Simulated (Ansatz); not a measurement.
Ansatz (a program for electronic structure) input (wB97M-V/def2-TZVPD):

Ansatz 0.2 input:
```yaml
crystal:
  periodic: [false, false, false]
  atoms:
    - {symbol: C, position_ang: [2.44768406, -0.67117200, 0.12171591]}
    - {symbol: C, position_ang: [1.06894206, -0.15489740, -0.04425714]}
    - {symbol: C, position_ang: [0.66875062, 1.01803227, -0.80872196]}
    - {symbol: C, position_ang: [-0.68166516, 1.10291161, -0.67569734]}
    - {symbol: C, position_ang: [-1.06795563, -0.02058435, 0.16624100]}
    - {symbol: N, position_ang: [0.00450233, -0.74983095, 0.52415237]}
    - {symbol: C, position_ang: [-2.44132115, -0.36387736, 0.60331431]}
    - {symbol: H, position_ang: [2.89402549, -0.90834528, -0.84915893]}
    - {symbol: H, position_ang: [2.44475759, -1.56559366, 0.74099482]}
    - {symbol: H, position_ang: [3.09216374, 0.08287947, 0.58467267]}
    - {symbol: H, position_ang: [1.32755804, 1.67092518, -1.36000922]}
    - {symbol: H, position_ang: [-1.34890305, 1.83915207, -1.09636062]}
    - {symbol: H, position_ang: [-2.42903290, -1.25925533, 1.22109447]}
    - {symbol: H, position_ang: [-3.09374930, -0.53198833, -0.25932467]}
    - {symbol: H, position_ang: [-2.88494462, 0.45856599, 1.17345622]}
basis:
  gaussian:
    orbitals: def2-TZVPD
hamiltonian:
  xc: {name: wB97M-V}
magnetization: {spin_polarized: true, initial_magnetization: 1}
output: {forces: true}
```

End of the output:

```
integrals: 0.44 GiB planned
1631 factors; their error is unknown
integrals: 0.49 GiB planned
599 factors; integrals over basis functions are off by at most 4.9e-6 eV
0.55 GiB of the device are held for the grids
2.54 GiB of device memory are held for the factors and their scratch space
mean field: 3.64 GiB planned
mean field evaluation 1: about -7833.7348 eV, gradient 3.9e1 eV
mean field evaluation 2: about -7837.1799 eV, gradient 2.9e1 eV
mean field evaluation 4: about -7840.6107 eV, gradient 2.0e0 eV
mean field evaluation 8: about -7840.6563 eV, gradient 2.2e-1 eV
mean field evaluation 16: about -7840.6168 eV, gradient 1.1e-3 eV
mean field -7840.61678425 eV, -288.1373522601 hartree, gradient 3.8e-5 eV, S^2 0.762261; 0 other end points of the search recorded, 0 dependent functions left out
the calculation of the forces begins
reference -7840.61684973 eV, -288.1373546667 hartree; 26, 25 occupied and 305, 306 virtual orbitals, 1631 factors
Total energy: -7840.61684973 eV, -288.1373546667 hartree
Atom 0 at     2.447684    -0.671172     0.121716 Å, force     0.086534    -0.009158    -0.004911 eV/Å
Atom 1 at     1.068942    -0.154897    -0.044257 Å, force    -0.355704     0.080100    -0.004481 eV/Å
Atom 2 at     0.668751     1.018032    -0.808722 Å, force    -0.155025    -0.090902     0.085625 eV/Å
Atom 3 at    -0.681665     1.102912    -0.675697 Å, force     0.156217    -0.110465     0.054966 eV/Å
Atom 4 at    -1.067956    -0.020584     0.166241 Å, force     0.355184     0.035418    -0.074508 eV/Å
Atom 5 at     0.004502    -0.749831     0.524152 Å, force    -0.000716     0.101610    -0.072108 eV/Å
Atom 6 at    -2.441321    -0.363877     0.603314 Å, force    -0.086293     0.001705     0.012113 eV/Å
Atom 7 at     2.894025    -0.908345    -0.849159 Å, force    -0.039587     0.007084     0.034188 eV/Å
Atom 8 at     2.444758    -1.565594     0.740995 Å, force    -0.014111     0.021423    -0.013065 eV/Å
Atom 9 at     3.092164     0.082879     0.584673 Å, force    -0.046160    -0.024055    -0.011235 eV/Å
Atom 10 at     1.327558     1.670925    -1.360009 Å, force     0.005047    -0.002653     0.001093 eV/Å
Atom 11 at    -1.348903     1.839152    -1.096361 Å, force    -0.005028    -0.002020     0.002086 eV/Å
Atom 12 at    -2.429033    -1.259255     1.221094 Å, force     0.013848     0.019665    -0.015819 eV/Å
Atom 13 at    -3.093749    -0.531988    -0.259325 Å, force     0.046044     0.001702     0.025753 eV/Å
Atom 14 at    -2.884945     0.458566     1.173456 Å, force     0.039749    -0.029454    -0.019697 eV/Å
Dipole moment:    -0.001535     0.264341    -0.184249 e Å
```

It need not be the lowest isomer of its formula.
